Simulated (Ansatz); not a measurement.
Results of the Gaussian-basis code of Ansatz.

A structure relaxed at PBE0-D4/def2-TZVP, charge 0, multiplicity 1:

```tsv
atom	x (Å)	y (Å)	z (Å)
C1	-0.513	0.393	0.584
Ge2	1.005	-0.914	0.591
O3	1.258	-0.986	-1.181
H4	-0.195	1.329	0.111
H5	-0.870	0.619	1.591
H6	-1.348	-0.010	0.001
H7	0.664	-0.432	-1.696
```

Question: Give its formula and SMILES.

Answer: CH4GeO, `[CH3][Ge][OH]`.

Question: Point group (tolerance 0.08 Å, 0.16 Å for H)?

Answer: Cs.

Question: Summarise the bond lengths by kind.

Answer: 1 × C–Ge 2.003 Å; 3 × C–H 1.092 to 1.096 Å; 1 × Ge–O 1.791 Å; 1 × H–O 0.962 Å.
